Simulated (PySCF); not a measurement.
All numbers come from PBE/[Se def2-TZVP, I def2-TZVP with ECP28], scalar-relativistic core potentials, density fitting, no spin–orbit coupling, PySCF. Open shells, if any, are unrestricted.

What shape and geometry does isolated singlet SeI2 take (every ligand bound to Se)?

Counting electrons, selenium keeps 4 of its valence electrons outside its bonds, so the VSEPR class is AX2E2 and the expected shape is bent (C2v), as computed. The lowest minimum found is a singlet of C2v symmetry with Se–I 2.534 Å (×2); I–Se–I 105.5°. Its harmonic wavenumbers are 70 (a1), 231 (a1), 232 (b2) cm⁻¹ and its dipole moment is 0.05 D.
